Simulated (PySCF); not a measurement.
Isomers of C6H12O2Si, mass 144.061 u with the commonest isotopes. Theory: PBE0/pcSseg-1 in PySCF (dipole) on a GFN2-xTB geometry, gas phase. One conformer each, none proved a minimum here; rigid rotors.

Task: Order these by rotational constant B, largest first.
A. `[CH2:1]=[C:2]1[CH2:3][O:4][C@@H:5]([CH2:6][OH:7])[CH2:8][SiH2:9]1` with O4–C5–C6–O7 -59°, C5–C6–O7–H 50°, C1–C2–C3–O4 129°, C2–C3–O4–C5 70°, C3–O4–C5–C6 163°, O4–C5–C8–Si9 56°
B. `[CH3:1][C:2](=[O:3])[CH2:4][C@@H:5]1[CH2:6][C@@H:7]1[O:8][SiH3:9]` with C1–C2–C4–C5 -156°, C2–C4–C5–C6 157°, C6–C7–O8–Si9 103°
C. `[CH3:1][CH2:2][C@H:3]1[CH2:4][O:5][CH2:6][C:7](=[O:8])[SiH2:9]1` with C1–C2–C3–C4 175°, C2–C3–C4–O5 -177°, C3–C4–O5–C6 -83°, C4–O5–C6–C7 64°, O5–C6–C7–O8 154°

Result: C (957.9 MHz), A (894.8 MHz), B (808.9 MHz).

Task: Order these by out-of-plane moment Σ m c² = (Ia + Ib − Ic)/2, smallest first.
A. `[CH3:1][CH2:2][C@H:3]1[CH2:4][O:5][CH2:6][C:7](=[O:8])[SiH2:9]1` with C1–C2–C3–C4 175°, C2–C3–C4–O5 -177°, C3–C4–O5–C6 -83°, C4–O5–C6–C7 64°, O5–C6–C7–O8 154°
B. `[CH3:1][C:2](=[O:3])[CH2:4][C@@H:5]1[CH2:6][C@@H:7]1[O:8][SiH3:9]` with C1–C2–C4–C5 -156°, C2–C4–C5–C6 157°, C6–C7–O8–Si9 103°
C. `[CH2:1]=[C:2]1[CH2:3][O:4][C@@H:5]([CH2:6][OH:7])[CH2:8][SiH2:9]1` with O4–C5–C6–O7 -59°, C5–C6–O7–H 50°, C1–C2–C3–O4 129°, C2–C3–O4–C5 70°, C3–O4–C5–C6 163°, O4–C5–C8–Si9 56°

Result: A (18.45 u·Å²), C (20.60 u·Å²), B (57.96 u·Å²).

Task: Order these by dipole moment, smallest first.
A. `[CH3:1][C:2](=[O:3])[CH2:4][C@@H:5]1[CH2:6][C@@H:7]1[O:8][SiH3:9]` with C1–C2–C4–C5 -156°, C2–C4–C5–C6 157°, C6–C7–O8–Si9 103°
B. `[CH2:1]=[C:2]1[CH2:3][O:4][C@@H:5]([CH2:6][OH:7])[CH2:8][SiH2:9]1` with O4–C5–C6–O7 -59°, C5–C6–O7–H 50°, C1–C2–C3–O4 129°, C2–C3–O4–C5 70°, C3–O4–C5–C6 163°, O4–C5–C8–Si9 56°
C. `[CH3:1][CH2:2][C@H:3]1[CH2:4][O:5][CH2:6][C:7](=[O:8])[SiH2:9]1` with C1–C2–C3–C4 175°, C2–C3–C4–O5 -177°, C3–C4–O5–C6 -83°, C4–O5–C6–C7 64°, O5–C6–C7–O8 154°

Result: B (2.14 D), A (2.48 D), C (3.22 D).

| SMILES | point group | Ia (u·Å²) | Ib (u·Å²) | Ic (u·Å²) | κ | μa (D) | μb (D) | μc (D) |
| --- | --- | --- | --- | --- | --- | --- | --- | --- |
| CC(=O)C[C@@H]1C[C@@H]1O[SiH3] | C1 | 254.61 | 624.79 | 763.49 | -0.78 | 1.20 | 0.27 | 2.15 |
| CC[C@H]1COCC(=O)[SiH2]1 | C1 | 214.69 | 527.59 | 705.39 | -0.71 | 2.86 | 1.21 | 0.85 |
| C=C1CO[C@@H](CO)C[SiH2]1 | C1 | 193.77 | 564.82 | 717.40 | -0.80 | 2.11 | 0.35 | 0.02 |
